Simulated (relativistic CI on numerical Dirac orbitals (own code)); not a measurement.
## Crystal-field levels of Ho3+, 4f10

Calculated by Dirac-Coulomb-Breit CI, separate exchange-only KLI orbitals for each configuration, a model potential for QED, one configuration in a parametric crystal field, unscaled Slater integrals (own radial code). With so little scaling, terms lie 10 to 35 % too far apart, which can change the order of excited levels.

Field parameters in Wybourne normalisation; cubic f-shell fields have B⁴₄ = √(5/14) B⁴₀ and B⁶₄ = −√(7/2) B⁶₀. The field is a parameter set, without covalency.

S and J are read from ⟨S²⟩ = S(S + 1) and ⟨J²⟩ = J(J + 1) of each level; they are not fictitious spins.

Oh, B40 = 1700, B60 = 720 cm⁻¹, the lowest 16 levels:

| E (cm⁻¹) | Degeneracy | Irrep | S | J |
| --- | --- | --- | --- | --- |
| 0.0 | 2 | E | 1.96 | 8.00 |
| 28.7 | 3 | T1 | 1.96 | 7.99 |
| 267 | 1 | A1 | 1.96 | 8.00 |
| 429 | 3 | T2 | 1.95 | 8.00 |
| 440 | 3 | T1 | 1.95 | 8.00 |
| 580 | 2 | E | 1.95 | 8.00 |
| 713 | 3 | T2 | 1.95 | 8.00 |
| 5254 | 3 | T2 | 1.98 | 7.00 |
| 5283 | 3 | T1 | 1.98 | 7.00 |
| 5405 | 2 | E | 1.98 | 6.99 |
| 5425 | 3 | T2 | 1.98 | 7.00 |
| 5443 | 1 | A2 | 1.98 | 7.00 |
| 5461 | 3 | T1 | 1.98 | 7.00 |
| 8889 | 2 | E | 1.97 | 6.00 |
| 8903 | 3 | T2 | 1.97 | 6.00 |
| 9016 | 3 | T2 | 1.97 | 6.00 |

Oh, B40 = 450, B60 = 620 cm⁻¹, the lowest 10 levels:

| E (cm⁻¹) | Degeneracy | Irrep | S | J |
| --- | --- | --- | --- | --- |
| 0.0 | 2 | E | 1.96 | 8.00 |
| 12.0 | 3 | T1 | 1.96 | 8.00 |
| 244 | 3 | T2 | 1.96 | 8.00 |
| 270 | 1 | A1 | 1.96 | 8.00 |
| 343 | 3 | T1 | 1.95 | 8.00 |
| 412 | 2 | E | 1.95 | 8.00 |
| 550 | 3 | T2 | 1.95 | 8.00 |
| 5204 | 3 | T2 | 1.98 | 7.00 |
| 5238 | 3 | T1 | 1.98 | 7.00 |
| 5274 | 2 | E | 1.98 | 7.00 |

D3d, B20 = 2100, B40 = 340, B43 = 360, B60 = 740, B63 = 90, B66 = -770 cm⁻¹, the lowest 16 levels:

| E (cm⁻¹) | Degeneracy | Irrep | S | J |
| --- | --- | --- | --- | --- |
| 0.0 | 2 | E | 1.96 | 8.00 |
| 231 | 1 | A1 | 1.96 | 8.00 |
| 232 | 2 | E | 1.96 | 8.00 |
| 279 | 2 | E | 1.96 | 8.00 |
| 320 | 1 | A1 | 1.96 | 8.00 |
| 344 | 2 | E | 1.96 | 8.00 |
| 367 | 1 | A2 | 1.96 | 8.00 |
| 551 | 1 | A2 | 1.95 | 8.00 |
| 576 | 2 | E | 1.95 | 8.00 |
| 631 | 2 | E | 1.95 | 8.00 |
| 660 | 1 | A1 | 1.95 | 8.00 |
| 5112 | 2 | E | 1.98 | 7.00 |
| 5242 | 1 | A2 | 1.98 | 7.00 |
| 5244 | 1 | A1 | 1.98 | 7.00 |
| 5325 | 2 | E | 1.98 | 7.00 |
| 5373 | 2 | E | 1.98 | 7.00 |

The next free-ion level lies 4992 cm⁻¹ above the lowest; the field splits the ground level into components whose J stays near 8 as long as their spread is small against that gap.

Levels of this model without a field, named by their leading LS term: 5I_8 0, 5I_7 4992, 5I_6 8600, 5I_5 11302, 5I_4 13415, 5F_5 19955, 5S_2 22866, 3K_8 23040 cm⁻¹.
